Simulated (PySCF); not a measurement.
Calibrating a computed adiabatic ionisation energy

Energies: ωB97X-D3(BJ)/ma-def2-TZVP (PySCF, density fitting, integration grid level 2) on PBE0-D3(BJ)/def2-SVP structures. The prefix ma- adds one diffuse s and one diffuse p function on all atoms but H. Zero-point energies come from unscaled PBE0-D3(BJ)/def2-SVP harmonic frequencies.

```
                                   molecule  computed / eV  measured / eV
                     hydrazine, `NN` (H4N2)           7.90           8.10
    trisilane, `[SiH3][SiH2][SiH3]` (H8Si3)           9.22              ?
                       phosphine, `P` (PH3)           9.85           9.87
                                  `N` (NH3)          10.18          10.07
carbon tetrabromide, `BrC(Br)(Br)Br` (CBr4)          10.59          10.31
                  hydrogen iodide, `I` (HI)          10.65          10.39
                    `FC(F)(Cl)Br` (CBrClF2)          11.16          11.21
                      `F[Si](F)(F)F` (F4Si)          15.25          15.24
```

Q: Fit a straight line to the complete rows and predict the measured value of trisilane, `[SiH3][SiH2][SiH3]` (H8Si3).

A: measured = 0.112 + 0.9845·computed (7 points, rms 0.16 eV, correlation 0.997). At 9.22 this gives 9.19 eV; the measured value is 9.20 eV, so the fit is off by 0.01.

Measured values: NIST Chemistry WebBook, evaluated or the median of agreeing entries.

Notes. carbon tetrabromide: Br1 and Br3 are equivalent in the parent, but the relaxed radical cation is symmetry-broken (Td to D2d), as a Jahn-Teller-type distortion or an artefact of the method; its spin populations, distances and adiabatic value belong to that structure; `F[Si](F)(F)F` (F4Si): F3 and F4 are equivalent in the parent, but the relaxed radical cation is symmetry-broken (Td to C2v), as a Jahn-Teller-type distortion or an artefact of the method; its spin populations, distances and adiabatic value belong to that structure.

(trisilane) Hardware: 1 thread of AMD EPYC 9R14, shared with other jobs. Command: `OMP_NUM_THREADS=1 python redox_run.py task.json out`. Structures, frequencies and single points: 6.7 min.
